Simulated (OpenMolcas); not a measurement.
Rh3+ (d6) among equal point charges was computed by CASSCF with the d shell active (OpenMolcas, ANO-RCC-VDZP on the metal). Its lowest spin-free states, and all those of the highest spin:

```
2S+1  Degeneracy  E (cm-1)
   5           2       0.0
   5           3      5895
   3           3     16286
   3           2     19590
   3           3     21103
   3           3     21441
   3           1     22997
   3           1     23906
   3           3     25265
   3           2     26096
   1           3     26181
   3           3     26248
```

Task: Is the site octahedral, tetrahedral or cube-like, axial, or of lower symmetry?

Result: The states with 2S+1 = 5 have orbital degeneracies 2, 3. Threefold states need a cubic site. For d6 at this spin an octahedron puts the threefold T2 below the twofold E and a tetrahedron or cube puts the twofold E below the threefold T2, so the site is a tetrahedron or a cube, which this pattern cannot tell apart. The first gap at this spin, 5890 cm-1, is |10Dq| in ligand-field theory. The run had Rh3+ among 8 point charges of -1.2 e arranged as a cube (Oh), 1.97 Å from the ion.

An orbital doublet at a regular site is open to a Jahn-Teller distortion, which this geometry leaves out. Without dynamic correlation the repulsion within the d shell is too large (B by tens of per cent), so at a given field states of lower spin stand too high. Point charges give a weaker field than real ligands, and real ions of this kind are as a rule low spin; the high spin found here belongs to the model. This is an electrostatic model: the charges have no orbitals. No measured value stands beside these numbers.
